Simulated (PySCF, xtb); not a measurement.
C3H7O, SMILES CC(C)[O], multiplicity 2. Atoms are numbered in the order given.

```xyz
11

C      0.0727    -0.6326    -1.2916
C     -0.2712     0.1386     0.0000
C      0.0727    -0.6326     1.2916
O      0.1413     1.4269     0.0000
H      1.1682    -0.8010    -1.3386
H     -0.4305    -1.6195    -1.3253
H     -0.2239    -0.0419    -2.1794
H     -1.4027     0.2688     0.0000
H      1.1682    -0.8010     1.3386
H     -0.4305    -1.6195     1.3253
H     -0.2239    -0.0419     2.1794
```
Charge 0, spin multiplicity 2.

Coordinates come from a PBE-D3(BJ)/def2-SVP optimisation. The isomer is the one that the SMILES or the coordinates give; other isomers of the formula were not compared.

Method: C-PCM-PBE0/def2-SVP run with PySCF 2.14.0.

The values are the electrostatic part of the solvation free energy, E(continuum) − E(gas) at the gas-phase geometry, in a cavity of scaled van der Waals radii (PySCF's table); cavitation and dispersion terms are not included. The dipole moment in vacuum is 2.00 D.

| solvent | ε | ΔG(elec) (kcal/mol) | dipole (D) |
|---|---|---|---|
| water | 78.36 | -3.3 | 2.57 |
| ethylethanoate | 5.99 | -2.7 | 2.46 |
| chlorobenzene | 5.70 | -2.6 | 2.45 |

For comparison, GFN2-xTB/ALPB(water) (xtb, at the GFN2-xTB geometry, all terms of that model) gives -4.9 kcal/mol.
